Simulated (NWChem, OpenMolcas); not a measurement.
How basis sets differ on CH4BFO2 (SMILES COB(O)F)

The species is CH4BFO2 (9 atoms), meant as a singlet with charge 0. As SMILES, `COB(O)F`. The shape is that of a PBE0-D4/def2-TZVP optimisation. This is one conformer, not always the lowest.

Each level gives the HOMO–LUMO gap (eV). The values are calculated.

| level | kind | program | value (eV) | CPU time |
| --- | --- | --- | --- | --- |
| HF/ANO-RCC-MB (DKH2) | Hartree–Fock | OpenMolcas | 19.11 | 4 s |
| HF/STO-3G | Hartree–Fock | NWChem | 20.15 | 2.4 s |
| HF/3-21G | Hartree–Fock | OpenMolcas | 19.23 | 2.7 s |
| HF/6-31G* (RICD fitting, Cartesian functions) | Hartree–Fock | OpenMolcas | 18.56 | 3.3 s |
| HF/def2-SVP | Hartree–Fock | OpenMolcas | 17.49 | 8.6 s |

The values span 17.49 to 20.15 eV. A Hartree–Fock LUMO above zero doesn't converge with the basis: it sinks as sets grow more diffuse. Orbital gaps aren't excitation energies. Times are those of the runs behind each value, whatever else they computed, on shared processors of several kinds: orders of magnitude only.
